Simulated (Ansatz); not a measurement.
Diatomic MgH, multiplicity 2 (the spin of the measured ground state).

D_e counts from the fitted minimum to each atom's lowest state at the same level, without counterpoise.

Correlated levels freeze the inner cores; with def2 sets outer-core shells near the valence are correlated too.

Codes used: Ansatz (a quantum-chemistry and plane-wave program) with Gaussian orbitals. 

PBE/def2-TZVPP gives 32.10 kcal/mol for the bond energy D_e.

Q: How do the other levels lie against it? Give each less PBE: r2SCAN/def2-TZVPP, B3LYP/def2-TZVPP, wB97M-V/def2-TZVPP, B2PLYP/def2-TZVPP, CCSD(T)/def2-QZVPP.

A: r2SCAN/def2-TZVPP 5.39; B3LYP/def2-TZVPP 1.07; wB97M-V/def2-TZVPP -3.09; B2PLYP/def2-TZVPP -0.37; CCSD(T)/def2-QZVPP -0.21 kcal/mol. 2 of 5 lie above PBE; the widest gap is to r2SCAN/def2-TZVPP.
